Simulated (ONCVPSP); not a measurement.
Reading a pseudo-wave (vanadium)

Columns: radius, all-electron u(r) and pseudo u(r) of the 3d shell (level -5.16 eV) of vanadium in the configuration [Ar] 3d3 4s2; PBE, scalar-relativistic, ONCV scheme, ONCVPSP 4.0.1.

| r (bohr) | all-electron | pseudo |
| --- | --- | --- |
| 0.120 | 0.0602 | 0.0068 |
| 0.240 | 0.2400 | 0.0508 |
| 0.360 | 0.4407 | 0.1539 |
| 0.480 | 0.6046 | 0.3135 |
| 0.600 | 0.7186 | 0.5041 |
| 0.720 | 0.7848 | 0.6883 |
| 0.840 | 0.8120 | 0.8305 |
| 0.960 | 0.8110 | 0.9092 |
| 1.080 | 0.7911 | 0.9221 |
| 1.200 | 0.7598 | 0.8832 |
| 1.320 | 0.7219 | 0.8147 |
| 1.440 | 0.6808 | 0.7378 |
| 1.560 | 0.6389 | 0.6668 |
| 1.680 | 0.5975 | 0.6076 |
| 1.800 | 0.5575 | 0.5598 |
| 1.920 | 0.5195 | 0.5196 |
| 2.040 | 0.4836 | 0.4836 |
| 2.160 | 0.4500 | 0.4500 |
| 2.280 | 0.4187 | 0.4187 |
| 2.400 | 0.3896 | 0.3895 |
| 2.520 | 0.3625 | 0.3624 |
| 2.640 | 0.3372 | 0.3372 |
| 2.760 | 0.3138 | 0.3137 |
| 2.880 | 0.2919 | 0.2919 |
| 3.000 | 0.2715 | 0.2715 |
| 3.120 | 0.2525 | 0.2524 |

Task: How many radial nodes do the two functions have?

Result: The all-electron 3d function has n − l − 1 = 0; the pseudo-wave has 0.

Task: At about which radius was the pseudo-wave matched?

Result: 2.05 bohr. The columns agree to 0.0005 from 1.92 bohr on; several derivatives are matched, so the curves merge somewhat inside the radius.

Task: Where does each function peak?

Result: Outermost all-electron maximum near 0.84 bohr, pseudo maximum near 1.08 bohr (to the table’s step).

Task: Is the pseudo-wave norm-conserving?

Result: Yes: the ONCV scheme keeps the norm inside the radius equal to the all-electron one, which fixes the energy derivative of the logarithmic derivative at the level.
